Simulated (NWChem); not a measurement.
Total energies of BCl

```
B
Cl 1 1.7192
```
Charge 0, spin multiplicity 1.

Program: NWChem. All single points use one geometry, from PBE0/def2-SVP, a minimum by its harmonic frequencies.

Basis set: cc-pVTZ (64 functions).

```tsv
method	total energy (Ha)
RHF	-484.15597
MP2	-484.41549
B2PLYP	-484.85586
PBE	-484.77731
B3LYP	-485.02725
M06-2X	-484.98728
CCSD(T)	-484.45836
```

Total energies of different functionals aren't comparable as a measure of quality: only differences taken within one method are. 

The correlated methods keep 6 core orbitals frozen. B3LYP has NWChem's definition, with VWN1-RPA local correlation. The structure started from a generated list of species. Coupled-cluster values serve here as a point of comparison, not as the truth.
